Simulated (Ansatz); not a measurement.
Al$_{2}$BH$_{4}$Cl$_{3}$O$_{5}$, singlet: at the start structure of a reaction step.

The input file, in.yaml:

```yaml
crystal:
  periodic: [false, false, false]
  atoms:
    - {symbol: B, position_ang: [-1.658523, 0.869615, 0.730744]}
    - {symbol: Cl, position_ang: [-1.399264, -0.910145, 1.189781]}
    - {symbol: Cl, position_ang: [-1.671467, 1.019074, -1.203830]}
    - {symbol: Cl, position_ang: [-3.111091, 1.566251, 1.484771]}
    - {symbol: H, position_ang: [-0.059285, 1.574684, 1.855130]}
    - {symbol: O, position_ang: [-0.414125, 1.642908, 0.962443]}
    - {symbol: Al, position_ang: [0.549137, 1.358789, -0.622410]}
    - {symbol: O, position_ang: [1.164303, 2.816800, -1.187847]}
    - {symbol: O, position_ang: [1.267891, -0.142023, -0.513782]}
    - {symbol: Al, position_ang: [0.677707, -1.720769, -0.268261]}
    - {symbol: O, position_ang: [1.355648, -2.760367, 0.891125]}
    - {symbol: O, position_ang: [-0.193162, -2.405414, -1.554094]}
    - {symbol: H, position_ang: [1.930609, 2.892734, -1.752103]}
    - {symbol: H, position_ang: [1.996536, -2.472680, 1.537018]}
    - {symbol: H, position_ang: [-0.434914, -3.329557, -1.548588]}
basis:
  gaussian: {orbitals: def2-TZVPP}
hamiltonian: {xc: r2scan, dispersion: d4}
```

Run by:

```bash
ansatz run in.yaml --threads 4 --pin off --events-out ev --progress --plain --max-ram 66560MiB --backend cuda --devices 0, --max-vram 37GiB
```

Output of Ansatz 0.2.0:

```
Functional definition: r2SCAN
  name "r2SCAN"
  cite "Furness, Kaplan, Ning, Perdew & Sun, J. Phys. Chem. Lett. 11, 8208 (2020) doi:10.1021/acs.jpclett.0c02405"
  cite "Furness, Kaplan, Ning, Perdew & Sun, J. Phys. Chem. Lett. 11, 9248 (2020) doi:10.1021/acs.jpclett.0c03077"
  parent r2scan
  parameter k0 = 0.174
  parameter k1 = 0.065
  parameter a1 = 4.9479
  exchange = r2scan_x(k0 = k0, k1 = k1, a1 = a1)
  correlation = r2scan_c
2580 factors; their error is unknown
mean field evaluation 1: about -61721.6266 eV, gradient 1.4e2 eV
mean field evaluation 2: about -61612.8424 eV, gradient 2.6e2 eV
mean field evaluation 4: about -61749.4289 eV, gradient 2.4e1 eV
mean field evaluation 8: about -61750.5085 eV, gradient 2.2e-1 eV
mean field evaluation 16: about -61750.4796 eV, gradient 7.1e-4 eV
mean field -61750.47960440 eV, -2269.2882694832 hartree, gradient 4.3e-5 eV, S^2 0.000000; 0 other end points of the search recorded, 0 dependent functions left out
reference -61750.47962227 eV, -2269.2882701401 hartree; 63, 63 occupied and 389, 389 virtual orbitals, 2580 factors
Total energy: -61750.64583808 eV, -2269.2943784585 hartree
```

The lines “mean field evaluation” count trial sets of orbitals through the whole run, from several starts and some on an approximate energy, so they need not fall steadily or lie above the final value.

Hardware: 4 CPU threads of an AMD EPYC 7R13 and a share of one NVIDIA H100, shared host. Wall time 4.9 s; peak host memory 1 GiB.
